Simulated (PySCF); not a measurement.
Isomers of C3H7FOSi, mass 106.025 u with the commonest isotopes. Method used: PBE0-D3(BJ)/def2-SVP geometry optimisation, gas phase in PySCF. One conformer each, none proved a minimum here; rigid rotors.

**Question.** Order these by dipole moment, smallest first.
A. `[F:1][Si@H:2]1[CH2:3][CH2:4][CH2:5][O:6]1` with F1–Si2–C3–C4 130°, Si2–C3–C4–C5 -32°, C3–C4–C5–O6 41°, C4–C5–O6–Si2 -30°
B. `[CH3:1][C@@H:2]1[O:3][SiH2:4][C@@H:5]1[F:6]` with C1–C2–O3–Si4 -112°, C2–O3–Si4–C5 -7°, O3–Si4–C5–F6 122°, C1–C2–C5–Si4 112°
C. `[CH3:1][O:2][C@@H:3]1[SiH2:4][C@H:5]1[F:6]` with C1–O2–C3–Si4 158°
D. `[O:1]=[CH:2][C@@H:3]([F:4])[CH2:5][SiH3:6]` with O1–C2–C3–F4 -165°, C2–C3–C5–Si6 57°

**Answer.** C (0.54 D), B (0.87 D), D (1.19 D), A (2.65 D).

**Question.** Order these by rotational constant B, largest first.
A. `[CH3:1][C@@H:2]1[O:3][SiH2:4][C@@H:5]1[F:6]` with C1–C2–O3–Si4 -112°, C2–O3–Si4–C5 -7°, O3–Si4–C5–F6 122°, C1–C2–C5–Si4 112°
B. `[CH3:1][O:2][C@@H:3]1[SiH2:4][C@H:5]1[F:6]` with C1–O2–C3–Si4 158°
C. `[O:1]=[CH:2][C@@H:3]([F:4])[CH2:5][SiH3:6]` with O1–C2–C3–F4 -165°, C2–C3–C5–Si6 57°
D. `[F:1][Si@H:2]1[CH2:3][CH2:4][CH2:5][O:6]1` with F1–Si2–C3–C4 130°, Si2–C3–C4–C5 -32°, C3–C4–C5–O6 41°, C4–C5–O6–Si2 -30°

**Answer.** A (2988 MHz), D (2461 MHz), B (2181 MHz), C (2015 MHz).

**Question.** Order these by out-of-plane moment Σ m c² = (Ia + Ib − Ic)/2, smallest first.
A. `[CH3:1][C@@H:2]1[O:3][SiH2:4][C@@H:5]1[F:6]` with C1–C2–O3–Si4 -112°, C2–O3–Si4–C5 -7°, O3–Si4–C5–F6 122°, C1–C2–C5–Si4 112°
B. `[CH3:1][O:2][C@@H:3]1[SiH2:4][C@H:5]1[F:6]` with C1–O2–C3–Si4 158°
C. `[F:1][Si@H:2]1[CH2:3][CH2:4][CH2:5][O:6]1` with F1–Si2–C3–C4 130°, Si2–C3–C4–C5 -32°, C3–C4–C5–O6 41°, C4–C5–O6–Si2 -30°
D. `[O:1]=[CH:2][C@@H:3]([F:4])[CH2:5][SiH3:6]` with O1–C2–C3–F4 -165°, C2–C3–C5–Si6 57°

**Answer.** D (9.72 u·Å²), B (12.86 u·Å²), A (21.90 u·Å²), C (23.21 u·Å²).

```
                 SMILES  point group  Ia (u·Å²)  Ib (u·Å²)  Ic (u·Å²)      κ  μa (D)  μb (D)  μc (D)
          F[Si@H]1CCCO1           C1      96.73     205.38     255.68  -0.70    2.12    1.58    0.21
    O=C[C@@H](F)C[SiH3]           C1     123.76     250.77     355.09  -0.55    0.75    0.86    0.35
 CO[C@@H]1[SiH2][C@H]1F           C1     129.48     231.72     335.48  -0.44    0.29    0.44    0.11
C[C@@H]1O[SiH2][C@@H]1F           C1     133.40     169.16     258.78   0.13    0.10    0.43    0.75
```
